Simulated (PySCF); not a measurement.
TDDFT excited states: C4H8ClGeN

C₄H₈ClGeN.
SMILES: `CC#[C][Ge@@]([CH3])([NH2])[Cl]`

Level of theory: PySCF 2.14.0, density-fitted response routines, TDDFT PBE0/def2-SVPD, vertical, gas phase, core orbitals frozen in the response. One conformer (not necessarily the lowest) at the PBE0-D3(BJ)/def2-SVP geometry, without solvent, vibrations or thermal averaging. The PBE0/def2-SVPD calculation is non-relativistic and has no spin–orbit coupling, an omission that weighs most on germanium. Torsions of this conformer, `[CH3:1][C:2]#[C:3][Ge@@:4]([CH3:5])([NH2:6])[Cl:7]`: H–N6–Ge4–C3 -60°, H–N6–Ge4–C3 63°.

```tsv
state	E (eV)	ν̃ (cm⁻¹)	f	|μ| (D)	main configurations (H = HOMO, L = LUMO)
S1	5.78	46620	0.0021	0.31	H→L (59%), H-1→L (19%), H-2→L (10%)
S2	6.08	49030	0.0082	0.60	H-1→L (48%), H→L+1 (16%), H→L (10%)
S3	6.17	49790	0.013	0.75	H-1→L+1 (32%), H→L+1 (24%), H-1→L+2 (19%)
S4	6.49	52320	0.051	1.44	H-2→L (44%), H→L+1 (19%), H→L (11%)
S5	6.57	53030	0.032	1.13	H-2→L (31%), H→L+1 (26%), H-2→L+1 (18%)
S6	6.98	56330	0.028	1.03	H→L+2 (50%), H-2→L+1 (39%)
```

The lowest singlet comes at 214 nm (558 kJ/mol) in the ultraviolet; it is very weak; its leading configuration is HOMO→LUMO (59%). The most intense listed level is S4 at 6.49 eV (191 nm, f = 0.051), 0.71 eV above S1. Löwdin shares by element: HOMO nitrogen 44%, carbon 38% or more (atoms not listed hold the other 18%); LUMO carbon 39% or more, germanium 21%, chlorine 17% (atoms not listed hold the other 23%). The listed states span 1.20 eV, and the widest gap between neighbours is 0.41 eV (S5 to S6). Weighted by f, the mean energy of these states is 6.55 eV. The oscillator strengths of these states sum to 0.134; summed over the whole spectrum of an exact calculation they would give the number of electrons, 88 (Thomas–Reiche–Kuhn). The window holds the lowest 6 singlets.
